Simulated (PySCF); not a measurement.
Ti(OMe)(H)3 (CH₆OTi), SMILES C[O][TiH3], multiplicity 1. Heavy atoms are numbered as in [TiH3:1][O:2][CH3:3]. Hydrogens are named by the atom that carries them.

Geometry optimised at PBE-D3(BJ)/def2-SVP. The multiplicity is an assumed one; other spin states were not compared.

Level of theory: PBE0/pcSseg-1 (PySCF).

GIAO shieldings, no solvent; atoms alike by connectivity are averaged. δ = σ(ref) − σ: ¹⁷O against H2O (σ = 334.2 ppm); ¹³C against TMS (σ = 186.3 ppm); ¹H against TMS (σ = 31.56 ppm), references at their B3LYP-D3(BJ)/def2-TZVP geometries, non-relativistic.

Q: Estimate the chemical shifts. (An estimate is asked for; the answer gives what the named calculation found.)

A: 
```json
[
 {"nucleus": "¹⁷O", "atoms": "O2", "count": "1", "δ (ppm)": "354.6"},
 {"nucleus": "¹³C", "atoms": "C3 (CH3)", "count": "1", "δ (ppm)": "78.4"},
 {"nucleus": "¹H", "atoms": "H on Ti1", "count": "3", "δ (ppm)": "7.20"},
 {"nucleus": "¹H", "atoms": "H on C3", "count": "3", "δ (ppm)": "5.72"}
]
```
